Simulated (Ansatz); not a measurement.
`N#C[Si](C#N)(C#N)C#N` + `CCCC` → `N#C[SiH](C#N)C#N` + `CCCCC#N` at 700 K and 1 bar (formal exchange of groups at the Si–C bond).

Isolated molecules relaxed with PBE0-D4/def2-TZVP in Ansatz; ΔE leaves out vibrations. CCSD(T)/CBS is the MP2 limit (def2-TZVPP, def2-QZVPP) plus CCSD(T) − MP2 in def2-TZVPP, frozen cores. Each species was taken in one conformer, which may not be the lowest.

```
               species  CCSD(T)/CBS energy (Eh)  H − E (kJ/mol)  S (J/(mol·K))
`N#C[Si](C#N)(C#N)C#N`               -660.04610           184.9          531.2
                `CCCC`               -158.24160           420.8          414.7
    `N#C[SiH](C#N)C#N`               -567.90600           168.0          473.1
             `CCCCC#N`               -250.37826           433.4          481.6
```

H − E and S are ideal-gas, rigid-rotor, harmonic terms from PBE0-D4/def2-TZVP, for one conformer and one mirror image of each species. 1 Eh = 2625.50 kJ/mol, R = 8.31446 J/(mol·K).

**Question.** By hand: ΔE, ΔH, ΔS and ΔG.

**Answer.** ΔE = (-567.90600) + (-250.37826) − (-660.04610) − (-158.24160) = 0.00344 Eh = 9.0 kJ/mol. Δ(H − E) = 168.0 + 433.4 − 184.9 − 420.8 = -4.3, so ΔH = 4.7 kJ/mol. ΔS = 473.1 + 481.6 − 531.2 − 414.7 = 8.8 J/(mol·K). ΔG = 4.7 − 700 × (8.8)/1000 = -1.5 kJ/mol.

**Question.** By hand: the equilibrium constant, and the temperature at which ΔG would vanish if ΔH and ΔS stayed fixed.

**Answer.** log₁₀ K = −ΔG/(RT ln 10) = 0.1. ΔG = 0 at ΔH/ΔS = 534 K, though so small a ΔH makes that figure unsure.

TΔS isn't small against ΔH here. The sign of ΔG lies within the doubt. A doubt of 5 kJ/mol in ΔE shifts log₁₀ K by 0.4 here. Other conformers and mirror images would add mixing entropy, several J/(mol·K) or more a flexible species. These are equilibria of isolated gas molecules and say nothing of rates. Largest T1 diagnostic: 0.015 (customary marks: 0.02 for closed shells, 0.045 for open ones).
